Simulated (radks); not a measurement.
The numbers below are computed, except where a source is named.
Q: Numerical settings for neutral promethium, [Xe] 4f5 6s2. Code: a radial shooting solver on a logarithmic mesh with Libxc functionals. Model: Dirac Kohn-Sham, PBE, spin-unpolarised, spherical densities, finite nucleus; open shells are shared between the two j in proportion to 2j + 1; Fermi nuclear charge, rms radius 4.962 fm. The defaults (mesh step 0.008 in ln r, mesh end at 40 bohr or more with all orbitals vanishing there, Anderson mixing 0.5 over 9 steps, residual threshold near 1e-9 with the energy settled to 1e-9 hartree or 1e-11 of itself, here a cap of 52 iterations) give E = -10026.5319 hartree and 4f7/2 at -1.949 eV in 15 iterations. Run on one thread of a shared host, so times are rough (Arm Neoverse V2): 0.14 s of CPU time, 0.14 s wall, 15 iterations on 2440 mesh points. One setting is changed at a time: mesh step in ln r 0.003; mesh step in ln r 0.02; mesh step in ln r 0.03; mesh end (bohr) 2; mesh end (bohr) 12; residual threshold 0.01; residual threshold 0.001; mixing 0.2; linear mixing, mixing 0.05; linear mixing, mixing 1; mixing history 2; iteration cap 8. Which runs fail to converge, and which converge to a wrong energy?

A: Not converged within the cap: linear mixing, mixing 0.05; linear mixing, mixing 1; iteration cap 8. Settled on a wrong energy, with an occupied level pushed above zero by the early mesh end: mesh end (bohr) 2 (+25.2 hartree). Apart from these: no run marked as converged misses the energy by more than 1 mhartree.
